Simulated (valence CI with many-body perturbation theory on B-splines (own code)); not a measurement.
**Tc¹⁰⁺: key properties**

Calculated by relativistic CI+MBPT: five valence electrons over a frozen Dirac-Fock core [Ar] 3d10, a basis of 9 s, 9 p, 8 d, 6 f, 3 g, 1 h functions for each j, with the one-electron correlation potential Σ1, the two-electron term Σ2, the three-electron term Σ3, Breit, model QED; selected CI, second order for the rest, scaled by the run's own slope (own B-spline code, finite nucleus).

No measured spectrum was set against this ion. As an estimate, levels hold to about 250 cm⁻¹ or 0.2 % of their energy and the worst to 1 %, as in measured heavy ions of charge 2 to 7; those with d or f electrons hold less well. Among the levels kept, up to 1400 cm⁻¹ of a level comes from second order outside the variational space, and about a tenth of that is noise between levels of different J, which matters for small intervals.

Names give the largest LS component (configuration and term), which can be under half, so a name can repeat, a term be missing and a line seem to break the LS rules; names also repeat where a configuration has a term twice.

Rates and lifetimes use the calculated energies. Strong lines usually hold to 10 to 20 %, long lifetimes can be off by a factor of two.

(1) What is the ground level?

(2) Name the longest-lived excited levels whose lifetime is computed, and their main decay.

(3) What are the static dipole polarisabilities of the lowest levels?

(4) Where does the other parity begin?

(5) Among levels below 483740 cm⁻¹, which E1 lines absorb most strongly from the ground level?

(6) What is the ionisation energy?

(7) How well does LS coupling describe the low levels?

## Answers

(1) 4s2 4p3 4S°_3/2, composition 78 % 4s2 4p3 4S° + 14 % 4s2 4p3 2P° + 5 % 4s2 4p3 2D°, g = 1.842.

(2) 4s2 4p3 2D°_5/2 at 39605 cm⁻¹ lives 23.5 ms, mostly by M1 to 4s2 4p3 4S°_3/2; 4s2 4p3 2D°_3/2 at 29430 cm⁻¹ lives 3.70 ms, mostly by M1 to 4s2 4p3 4S°_3/2; 4s2 4p3 2P°_1/2 at 60630 cm⁻¹ lives 1.47 ms, mostly by M1 to 4s2 4p3 4S°_3/2. The lifetime of 4s2 4p2 4d 4F_9/2 is too uncertain to give, and may be longer.

(3) 4s2 4p3 4S°_3/2 0.971 (tensor 0.011); 4s2 4p3 2D°_3/2 0.974 (tensor 0.052); 4s2 4p3 2D°_5/2 0.980; 4s2 4p3 2P°_1/2 0.973 bohr³, of which the core gives 0.0490.

(4) At 4s 4p4 4P_5/2, 243870 cm⁻¹.

(5) to 4s2 4p2 4d 4P_5/2 at 22.09 nm, f = 1.28; to 4s2 4p2 4d 4P_3/2 at 21.90 nm, f = 0.751; to 4s2 4p2 4d 4P_1/2 at 21.54 nm, f = 0.303.

(6) 215.01 eV; NIST lists 214 ± 2.4 eV (theoretical).

(7) Among the lowest 20 levels the leading LS term, summed over configurations, holds 82 % on average. For single configurations the figures are 75 % in LS and 66 % in jj coupling. Terms mix most in the J = 7/2 level at 408070 cm⁻¹, where the leading one holds 51 %.
